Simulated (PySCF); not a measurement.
**Basis-set dependence of the excitation energy of Re+**

Re+ [Xe] 4f14 5d5 6s1 (7S) → Re+ [Xe] 4f14 5d4 6s1 6p1 (high-spin determinant). All values are computed (PySCF 2.14, energy differences of UHF-based or UKS calculations, no spin-orbit coupling). Values in eV.

| basis | Hamiltonian | functions | UHF | PBE | PBE0 | MP2 (valence) |
| --- | --- | --- | --- | --- | --- | --- |
| aug-cc-pwCVDZ-PP with ECP60MDF | ECP | 70 | 6.734 | 7.371 | 7.318 | 7.129 |
| aug-cc-pVTZ-PP with ECP60MDF | ECP | 88 | 6.714 | n/a | n/a | 7.107 |
| aug-cc-pwCVTZ-PP with ECP60MDF | ECP | 122 | 6.714 | 7.349 | 7.297 | 7.115 |
| aug-cc-pVQZ-PP with ECP60MDF | ECP | 135 | 6.712 | 7.348 | 7.295 | 7.123 |

Frozen outside the core potential: valence: 5s2 5p6.

One determinant mixes LS terms of the configuration, so the numbers do not refer to single terms.
